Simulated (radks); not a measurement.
The tantalum ion Ta0.375+, configuration [Xe] 4f14 5d(up 2.625, down 0) 6s2 (fractional occupations, a model configuration). Method: scalar-relativistic Kohn-Sham, LDA (Slater exchange, Perdew-Wang correlation), spin-polarised, spherical densities, point nucleus; computed with a radial shooting solver on a logarithmic mesh with Libxc functionals.

Unscreened Slater integrals over Kohn-Sham orbitals (cm^-1). They are taken over the spin-up orbitals.

| integral | value |
|---|---|
| F0(5d,5d) | 94461 |
| F2(5d,5d) | 47339 |
| F4(5d,5d) | 30638 |
| F0(5d,6s) | 72970 |
| G2(5d,6s) | 22895 |
| F0(5d,4f) | 125090 |
| F2(5d,4f) | 26637 |
| F4(5d,4f) | 12273 |
| G1(5d,4f) | 10826 |
| G3(5d,4f) | 8998.8 |
| G5(5d,4f) | 6902.4 |
| F0(5d,5p) | 113720 |
| F2(5d,5p) | 51862 |
| G1(5d,5p) | 59514 |
| G3(5d,5p) | 36330 |
| F0(6s,6s) | 63732 |
| F0(6s,4f) | 83765 |
| G3(6s,4f) | 2517.9 |
| F0(6s,5p) | 79501 |
| G1(6s,5p) | 6136.9 |
| F0(4f,4f) | 317670 |
| F2(4f,4f) | 151760 |
| F4(4f,4f) | 95374 |
| F6(4f,4f) | 68661 |
| F0(4f,5p) | 186530 |
| F2(4f,5p) | 60021 |
| G2(4f,5p) | 27943 |
| G4(4f,5p) | 22136 |
| F0(5p,5p) | 152700 |
| F2(5p,5p) | 81996 |

Derived for the open shells (J is the average intra-shell exchange parameter used in DFT+U). 5d: Racah B = F2/49 - 5 F4/441 = 618.7 cm^-1, C = 35 F4/441 = 2432 cm^-1, C/B = 3.93, F4/F2 = 0.647, J = (F2 + F4)/14 = 5570 cm^-1.
